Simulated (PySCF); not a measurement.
C2H5BClFO, SMILES C(C)OB(F)Cl. Geometry: PBE0-D3(BJ)/def2-SVP. This is a generated structure with no PubChem entry under its InChIKey; it may be hypothetical. One conformer was computed; it need not be the lowest.

Q: Give the equilibrium geometry at PBE0-D3(BJ)/def2-SVP (PySCF confirms it by a frequency run) as a Z-matrix. (An estimate is asked for; the answer gives what the named calculation found.)

A: This is not unique; one that fits is 
```
C
H 1 1.1001
H 1 1.1023 2 107.94
O 1 1.4181 2 106.18 3 117.63
B 4 1.3321 1 125.13 2 -152.35
F 5 1.3194 4 118.94 1 -177.78
C 1 1.5108 2 110.89 3 -121.52
H 7 1.0999 1 110.77 2 -61.64
H 7 1.1002 8 108.36 1 -121.04
H 7 1.1003 8 108.58 9 -117.13
Cl 5 1.7701 6 117.91 4 179.82
```
